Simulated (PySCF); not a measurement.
Gas-phase reaction: PbCl₄ + 2 F₂ = PbF₄ + 4 Cl

Energies from PySCF, thermal terms from the rigid-rotor harmonic-oscillator model, ideal gas at 1 bar. The comparison is the NASA 1993 polynomial table, which mixes measured and estimated data. The levels and the table disagree on Pb(II) against Pb(IV) halides; the missing spin-orbit coupling or old entries may matter. S°(298 K) at PBE0/def2-TZVP differs from the NASA 1993 table for PbF₄ (+10 J/mol/K); whether the harmonic model or the table's entry is off was not settled. † marks an energy on the PBE0/def2-TZVP geometry and frequencies. MP2 and CCSD(T) freeze the core. Open shells (unrestricted): Cl (multiplicity 2, electronic degeneracy 6); the rest are closed-shell singlets. Spin-orbit splitting is ignored; it lowers the true energy and changes the entropy of Cl. B3LYP is the form with VWN-RPA correlation. Pb: scalar-relativistic def2 core potential, no spin-orbit coupling. For this reaction the table lies outside the span of B3LYP, CCSD(T), M06-2X, MP2, PBE0, r2SCAN, ωB97M-V, ωB97X-V in their largest bases here; which side is off was not settled. MP2 isn't extrapolated to the basis-set limit; its ΔH°(298 K) is -54.6 kJ in def2-SVP and 29.1 kJ in def2-TZVPP. CCSD(T) isn't extrapolated to the basis-set limit; its ΔH°(298 K) is -22.8 kJ in def2-SVP and 15.0 kJ in def2-TZVPP. The harmonic model lacks anharmonicity and excited electronic states, which grow with temperature; levels with a mode under 35 cm⁻¹ are left out. Soft modes under 120 cm⁻¹ make the harmonic entropy rough for PbCl₄, PbF₄. The table's entry may be an old estimate for PbCl₄, PbF₄ (not checked at source).

log10 K (1 bar standard state):

```tsv
T (K)	table	B3LYP/def2-TZVP†	CCSD(T)/def2-TZVPP†	HF/def2-TZVP†	MP2/def2-SVP†	MP2/def2-TZVPP†
800	17.4	12.2	11.2	32.7	15.8	10.3
1000	16.3	12.3	11.5	28.7	15.1	10.8
1200	15.6	12.4	11.7	26.0	14.7	11.1
1600	14.7	12.5	12.0	22.7	14.3	11.5
2000	14.2	12.6	12.2	20.8	14.0	11.8
```
Ten kJ in ΔG° is worth 0.65 decades in K at 800 K and 0.26 at 2000 K.
